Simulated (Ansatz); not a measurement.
Calculated with Ansatz (gas phase, PBE0-D4/def2-TZVP geometries, no zero-point term in ΔE). CBS: MP2 limit from def2 TZ/QZ plus the TZ coupled-cluster correction, frozen cores. This one scheme is used for every species. Functionals use def2-TZVPP. B3LYP here is the variant with VWN-RPA as its local correlation; programs differ in this. For Ge, Se outer-core shells are correlated without core-valence functions, which leaves a few kJ/mol of doubt a bond. Scalar relativity is left out up to krypton. One conformer a species, not always the lowest.

`C[O][Ge]([F])([Cl])[SeH]` + H₂ → `C[O][GeH]([F])[SeH]` + HCl  (hydrogenolysis of a Ge–Cl bond)

```json
{"level": "r2SCAN-D4", "ΔE (kJ/mol)": "61.6"}
{"level": "B3LYP-D4", "ΔE (kJ/mol)": "57.9"}
{"level": "r2SCAN", "ΔE (kJ/mol)": "60.2"}
{"level": "HF/def2-TZVPP", "ΔE (kJ/mol)": "46.7"}
{"level": "MP2/def2-TZVPP", "ΔE (kJ/mol)": "63.5"}
{"level": "SCS-MP2/def2-TZVPP", "ΔE (kJ/mol)": "58.4"}
{"level": "HF/def2-QZVPP", "ΔE (kJ/mol)": "46.3"}
{"level": "CCSD/CBS(def2)", "ΔE (kJ/mol)": "51.7"}
```

(1) What does CCSD(T)/CBS give? (Best estimate.)

Largest T1 diagnostic among the species: 0.011.

Results:

(1) Ansatz gave: +55.9 kJ/mol. The listed levels differ from it by 5.7, 2.0, 4.3, -9.2, 7.6, 2.5, -9.6, -4.2 kJ/mol.

The D4 term adds +9.3 kJ/mol with B3LYP and +5.1 kJ/mol with PBE0; it sums over pairs of atoms, weighted by their polarisabilities, and B3LYP, whose exchange is more repulsive, gets the larger term. In def2-TZVPP, CCSD(T) changes the Hartree–Fock value by +8.3 kJ/mol (the triples alone add +4.2 kJ/mol) and MP2 by +16.8 kJ/mol.
